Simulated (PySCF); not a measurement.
Bi²⁺: ionisation energy

Bi²⁺ [Xe] 4f14 5d10 6s2 6p1 (2P) → Bi³⁺ [Xe] 4f14 5d10 6s2 (1S), as a difference of total energies. Computed with PySCF 2.14 in aug-cc-pVQZ-PP with ECP60MDF, with scalar relativity through the core potential. Correlated levels: valence: 5s2 5p6 5d10 frozen. The calculations carry no spin-orbit coupling.

```
           method  ionisation energy (eV)
              UHF                  23.052
    MP2 (valence)                  23.279
SCS-MP2 (valence)                  23.271
   CCSD (valence)                  23.327
CCSD(T) (valence)                  23.338
```

How much does correlation contribute at CCSD(T) (valence)?

23.338 − (23.052) = 0.286 eV, measured against UHF.

The reference lies between the lowest fine-structure levels, while these numbers refer to the centres of the terms.

Errors of the correlated levels include the incompleteness of this basis and the frozen core.

Every method misses the reference by a wide margin, which points to the basis or the choice of state and not to the methods.

For comparison: 25.571 eV (measured; NIST Atomic Spectra Database, ionization energies).
